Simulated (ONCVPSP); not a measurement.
**Before and after: ONCV potential for Co**

```
Element                 : Co (Z = 27)
Generator               : ONCVPSP 4.0.1
Type                    : optimised norm-conserving Vanderbilt (ONCV)
Functional              : BLYP
Relativity              : scalar-relativistic
Frozen core             : [Ne]
Valence charge          : 17
Reference configuration : 3s2 3p6 3d7 4s2
Partial waves           : 3s+4s: rc 1.40 bohr, ncon 4, nbas 8, qcut 9.6 1/bohr, 2 projectors; 3p: rc 1.05 bohr, ncon 3, nbas 7, qcut 11.1 1/bohr, 2 projectors, debl 0.5 Ha; 3d: rc 0.90 bohr, ncon 3, nbas 8, qcut 17.7 1/bohr, local
Local potential         : the d channel
Core correction         : polynomial model core, fcfact 0.25
```

In the p channel the program set the typed energies aside and used -2.405, 0.250 Ha.

Change: p: qcut 6.9.

Cutoffs: the cutoffs (Ha) at which the residual kinetic energy of the hardest occupied pseudo-wave falls to 1 and 0.1 mHa per electron; they do not see the model core or the augmentation charge, which bear on the density cutoff. Errors are all-electron minus pseudo energies relative to the spin-unpolarised reference configuration.

Question: How do hardness, ghosts and transferability respond?

Answer: The potential gets harder (111 Ha and 127 Ha → 127 Ha and 202 Ha); of the 4 tests that both files solve, the error grows in 2 and shrinks in 0 by more than 15 % and 0.3 meV (median size 6.2 → 7.2 meV); neither file shows a bound ghost.

```tsv
quantity	base	changed
cutoff, loose	111 Ha	127 Ha
cutoff, tight	127 Ha	202 Ha
loose cutoff by channel	s 27 Ha, p 38 Ha, d 111 Ha	s 27 Ha, p 127 Ha, d 111 Ha
bound ghosts	none	none
GHOST(+) flags under 300 eV	s at 192.3 eV	s at 192.3 eV
error for 3s2 3p6 3d7 4s1, meV [ΔE 9.04 eV]	-0.5	-0.5
error for 3s2 3p6 3d7 4s0, meV [ΔE 26.02 eV]	-0.6	-0.7
error for 3s2 3p6 3d6 4s0, meV [ΔE 61.89 eV]	-12	-14
error for 3s2 3p6 3d5 4s0, meV [ΔE 117.21 eV]	-17	-33
s: phases at 1.42 bohr within 0.05 rad from the reference energy up to (Ha; the scan ends near 5)	to the end of the scan	to the end of the scan
p: phases at 1.06 bohr within 0.05 rad from the reference energy up to (Ha; the scan ends near 5)	to the end of the scan	to the end of the scan
d: phases at 0.91 bohr within 0.05 rad from the reference energy up to (Ha; the scan ends near 5)	to the end of the scan	to the end of the scan
rms error of d²Exc/dni dnj with the model core, mHa	1.59	1.62
```
